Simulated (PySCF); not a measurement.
Zn(SeH)2 (H2Se2Zn), SMILES [SeH][Zn][SeH].

Geometry optimised at B3LYP-D3(BJ)/def2-SVP. The structure was generated by enumeration; whether it is a known compound was not checked. The values are those of a single conformer.

Two levels are set side by side: TDDFT-PBE/def2-SVPD (PySCF) and TDDFT-M06-2X/def2-SVPD (PySCF). Vertical, same geometry. The lowest singlet is HOMO→LUMO 100 % with PBE and HOMO−1→LUMO 95 % with the other functional; states are paired by order. Differences are taken from unrounded values.

| quantity | TDDFT-M06-2X |
|---|---|
| lowest singlet excitation (eV) | 4.75 |
| lowest triplet excitation (TDA) (eV) | 4.48 |

Question: What does TDDFT-PBE give, and how far is it from TDDFT-M06-2X? (An estimate is asked for; the answer gives what the named calculation found.)

Answer: 
| quantity | TDDFT-PBE | TDDFT-PBE minus TDDFT-M06-2X |
|---|---|---|
| lowest singlet excitation (eV) | 4.08 | -0.66 |
| lowest triplet excitation (TDA) (eV) | 3.78 | -0.70 |

A lower first singlet is the usual sign of a functional without exact exchange. Differences between two approximate levels are no errors against the true value.

Rough cost on one machine, each run with all the roots and properties that it gave: TDDFT-M06-2X against TDDFT-PBE about 10 times.
